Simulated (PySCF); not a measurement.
Molecular orbitals of SrSe

HSE06 at R = 2.569 Å; PySCF, scalar-relativistic core potentials, basis sets Sr def2-TZVPP with ECP28, Se def2-TZVPP. State: ¹Σ⁺ (singlet), closed shell. Only the outer orbitals are listed, counted within each symmetry, core potentials removing the inner ones.

```json
{"orbital": "7σ", "occ.": "2", "ε (eV)": "-43.52", "on Sr (%)": "100", "main shells (%)": "100 Sr s"}
{"orbital": "4π", "occ.": "2", "ε (eV)": "-24.13", "on Sr (%)": "100", "main shells (%)": "100 Sr p"}
{"orbital": "4π", "occ.": "2", "ε (eV)": "-24.13", "on Sr (%)": "100", "main shells (%)": "100 Sr p"}
{"orbital": "8σ", "occ.": "2", "ε (eV)": "-24.05", "on Sr (%)": "97", "main shells (%)": "97 Sr p"}
{"orbital": "9σ", "occ.": "2", "ε (eV)": "-14.57", "on Sr (%)": "5", "main shells (%)": "94 Se s"}
{"orbital": "10σ", "occ.": "2", "ε (eV)": "-4.77", "on Sr (%)": "26", "main shells (%)": "72 Se p, 17 Sr s, 8 Sr d"}
{"orbital": "5π", "occ.": "2", "ε (eV)": "-4.36", "on Sr (%)": "16", "main shells (%)": "83 Se p, 13 Sr d"}
{"orbital": "5π", "occ.": "2", "ε (eV)": "-4.36", "on Sr (%)": "16", "main shells (%)": "83 Se p, 13 Sr d"}
{"orbital": "11σ", "occ.": "0", "ε (eV)": "-2.65", "on Sr (%)": "90", "main shells (%)": "67 Sr s, 18 Sr p, 10 Se p"}
{"orbital": "6π", "occ.": "0", "ε (eV)": "-1.13", "on Sr (%)": "99", "main shells (%)": "66 Sr p, 33 Sr d"}
{"orbital": "6π", "occ.": "0", "ε (eV)": "-1.13", "on Sr (%)": "99", "main shells (%)": "66 Sr p, 33 Sr d"}
```

Which are the highest filled and the lowest empty level, where do they sit, and how wide is the gap?

Highest filled 5π at -4.36 eV (in %: 83 Se p, 13 Sr d); lowest empty 11σ at -2.65 eV (in %: 67 Sr s, 18 Sr p, 10 Se p); the gap at HSE06 is 1.71 eV.

The bond order (Mayer) is 1.95 and the ⟨S²⟩ is 0.000. The charge on Sr (Mulliken, basis-dependent) is 0.79. The charge on Sr (Löwdin, basis-dependent) is 0.36. The dipole moment (positive dipole means Sr(−)Se(+)) is -10.86 D.
